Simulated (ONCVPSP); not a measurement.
# Before and after: ONCV potential for tantalum

| Quantity | Value |
| --- | --- |
| Element | tantalum (Ta) |
| Generator | ONCVPSP 4.0.1 |
| Type | optimised norm-conserving Vanderbilt (ONCV) |
| Functional | PBE |
| Relativity | scalar-relativistic |
| Frozen core | [Kr] 4d10 4f14 |
| Valence charge | 13 |
| Reference configuration | 5s2 5p6 5d4 6s1 |
| Partial waves | 5s+6s: rc 1.50 bohr, ncon 4, nbas 8, qcut 7.8 1/bohr, 2 projectors; 5p: rc 2.15 bohr, ncon 4, nbas 8, qcut 6.2 1/bohr, 2 projectors, debl 3.5 Ha; 5d: rc 3.10 bohr, ncon 4, nbas 9, qcut 4.3 1/bohr, 2 projectors, debl 1.5 Ha |
| Local potential | polynomial inside 1.05 bohr (lpopt 4, dvloc0 6 Ha) |
| Core correction | Teter function, fcfact 3.25, rcfact 1 |

All-electron outer shells of the reference configuration (PBE, scalar-relativistic, ld1.x):

```
shell  level (eV)  outermost node (bohr)  outermost maximum (bohr)
   5s      -71.32                   0.54                      0.98
   5p      -37.84                   0.58                      1.13
   4f      -23.01                      –                      0.44
   6s       -4.96                   1.33                      2.81
   5d       -2.64                   0.65                      1.60
```

Change: d: rc 3.76.

Cutoffs: the cutoffs (Ha) at which the residual kinetic energy of the hardest occupied pseudo-wave falls to 1 and 0.1 mHa per electron; they do not see the model core or the augmentation charge, which bear on the density cutoff. Errors are all-electron minus pseudo energies relative to the spin-unpolarised reference configuration.

Question: What does the change do?

Answer: The potential gets neither clearly harder nor softer (24 Ha and 27 Ha → 24 Ha and 27 Ha); the s channel sets the loose cutoff, while the largest relative change is in d, which becomes softer; of the 4 tests that both files solve, the error grows in 4 and shrinks in 0 by more than 15 % and 0.3 meV (median size 27.4 → 53.7 meV); neither file shows a bound ghost. More of the atom is replaced by a form fitted at one configuration, so other configurations suffer.

| quantity | base | changed |
| --- | --- | --- |
| cutoff, loose | 24 Ha | 24 Ha |
| cutoff, tight | 27 Ha | 27 Ha |
| loose cutoff by channel | s 24 Ha, p 11 Ha, d 7.4 Ha | s 24 Ha, p 11 Ha, d 6.3 Ha |
| bound ghosts | none | none |
| GHOST(+) flags under 300 eV | d at 253.4 eV | d at 251.7 eV |
| error for 5s2 5p6 5d3 6s2, meV [ΔE -2.09 eV] | +36 | +64 |
| error for 5s2 5p6 5d3 6s1, meV [ΔE 6.37 eV] | +19 | +44 |
| error for 5s2 5p6 5d3 6s0, meV [ΔE 21.35 eV] | +4.7 | +15 |
| error for 5s2 5p6 5d2 6s2 6p1, meV [ΔE 0.89 eV] | +175 | +335 |
| s: phases at 1.52 bohr within 0.05 rad from the reference energy up to (Ha; the scan ends near 5) | to the end of the scan | to the end of the scan |
| p: phases at 2.18 bohr within 0.05 rad from the reference energy up to (Ha; the scan ends near 5) | to the end of the scan | to the end of the scan |
| rms error of d²Exc/dni dnj with the model core, mHa | 4.70 | 5.00 |
